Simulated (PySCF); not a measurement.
F₂HSi (calculated)

Calculation on a computer-drawn molecule: vertical ionisation energy to the stated ion spin, frozen-core CCSD(T) at the basis limit and cheaper methods, single-reference cases, UHF for radicals, no spin-orbit; all values are single points at the evaluated structure, the first of each entry, which is the reference or a displaced copy of it and isn't optimised; the reference structure only sets the zero of the energies above reference; triples share is (T) over the correlation energy. Program: PySCF 2.14.0.

Common to all runs: charge 0; multiplicity 2; ion multiplicity 1; diffuse functions no; basis cc-pV(n+d)Z; reference is the Hartree-Fock double-zeta minimum; best is HF at quadruple zeta + MP2 correlation extrapolated from triple and quadruple zeta + CCSD(T) minus MP2 at triple zeta; basis step is the size of the change from the same recipe one zeta lower.

(1) F₂HSi

Evaluated structure:
```xyz
4
F2HSi
F     -1.8349    -1.8016    -4.3949
Si    -0.7612    -1.0013    -3.5465
F     -1.1335     0.3900    -3.5279
H     -0.7874    -1.5301    -2.1131
```

Reference structure:
```xyz
4
F2HSi
F     -1.8542    -1.7763    -4.3793
Si    -0.7455    -1.0188    -3.4987
F     -1.1570     0.5331    -3.4733
H     -0.8172    -1.5381    -2.1197
```

| Quantity | Value |
| --- | --- |
| ion T1 diagnostic at triple zeta | withheld |
| dipole magnitude PBE at triple zeta | withheld |
| dipole magnitude B3LYP at triple zeta | withheld |

Drawn bonds:
```
atom  other atom  order
   1           2      1
   2           3      1
   2           4      1
```

(2) F₂HSi

Evaluated structure:
```xyz
4
F2HSi
F     -1.8349    -1.8016    -4.3949
Si    -0.7612    -1.0013    -3.5465
F     -1.1485     0.4460    -3.5272
H     -0.7874    -1.5301    -2.1131
```

Reference structure:
```xyz
4
F2HSi
F     -1.8542    -1.7763    -4.3793
Si    -0.7455    -1.0188    -3.4987
F     -1.1570     0.5331    -3.4733
H     -0.8172    -1.5381    -2.1197
```

| Item | Value |
| --- | --- |
| triples share at triple zeta | withheld |
| total energy CCSD(T) triple zeta | withheld |

Drawn bonds:
```
atom  other atom  order
   1           2      1
   2           3      1
   2           4      1
```

Q: Estimate the ion T1 diagnostic at triple zeta of F₂HSi (entry 1).
A: 0.01631

Q: What dipole magnitude PBE at triple zeta does the calculation give for F₂HSi (entry 1)?
A: 0.8059 debye

Q: What dipole magnitude B3LYP at triple zeta does the calculation give for F₂HSi (entry 1)?
A: 0.9279 debye

Q: What triples share at triple zeta does the calculation give for F₂HSi (entry 2)?
A: 0.02755

Q: Estimate the total energy CCSD(T) triple zeta of F₂HSi (entry 2).
A: -489.1956 hartree

Further results for F₂HSi (entry 1):

| Quantity | Value |
| --- | --- |
| ionisation energy best | 9.189 eV |
| ionisation energy basis step | 0.05699 eV |
| energy above reference best | 12.02 kcal/mol |
| energy above reference basis step | 1.1 kcal/mol |
| total energy HF triple zeta | -488.5612 hartree |
| total energy CCSD(T) triple zeta | -489.1828 hartree |
| total energy best | -489.3038 hartree |
| T1 diagnostic at triple zeta | 0.01304 |
| D1 diagnostic at triple zeta | 0.0454 |
| spin squared at triple zeta | 0.7547 |
| ion D1 diagnostic at triple zeta | 0.05402 |
| triples share at triple zeta | 0.02714 |
| basis functions triple zeta | 113 |
| dipole magnitude HF at triple zeta | 1.145 debye |
| dipole magnitude CCSD unrelaxed at triple zeta | 0.9378 debye |
| dipole magnitude r2SCAN at triple zeta | 0.8546 debye |
| dipole magnitude wB97X at triple zeta | 0.932 debye |

Triple zeta:
```
 method  ionisation energy (eV)  energy above reference (kcal/mol)
     HF                   9.149                              8.548
    PBE                   9.007                               14.5
 r2SCAN                   9.245                              12.18
  B3LYP                   9.214                              12.88
  wB97X                   9.131                              12.41
    MP2                   9.033                              12.76
   CCSD                   9.118                              11.65
CCSD(T)                   9.074                              12.22
```

Further results for F₂HSi (entry 2):

| Quantity | Value |
| --- | --- |
| ionisation energy best | 9.322 eV |
| ionisation energy basis step | 0.05939 eV |
| energy above reference best | 4.087 kcal/mol |
| energy above reference basis step | 0.7585 kcal/mol |
| total energy HF triple zeta | -488.5718 hartree |
| total energy best | -489.3165 hartree |
| T1 diagnostic at triple zeta | 0.01338 |
| D1 diagnostic at triple zeta | 0.04664 |
| spin squared at triple zeta | 0.7547 |
| ion T1 diagnostic at triple zeta | 0.01693 |
| ion D1 diagnostic at triple zeta | 0.0562 |
| basis functions triple zeta | 113 |
| dipole magnitude HF at triple zeta | 1.206 debye |
| dipole magnitude CCSD unrelaxed at triple zeta | 0.9736 debye |
| dipole magnitude PBE at triple zeta | 0.8231 debye |
| dipole magnitude r2SCAN at triple zeta | 0.8776 debye |
| dipole magnitude B3LYP at triple zeta | 0.9651 debye |
| dipole magnitude wB97X at triple zeta | 0.9668 debye |

Triple zeta:
```
 method  ionisation energy (eV)  energy above reference (kcal/mol)
     HF                   9.299                              1.845
    PBE                   9.127                              5.671
 r2SCAN                   9.371                              4.199
  B3LYP                   9.344                              4.687
  wB97X                   9.266                              4.368
    MP2                   9.162                              4.588
   CCSD                   9.254                              3.819
CCSD(T)                   9.204                              4.191
```
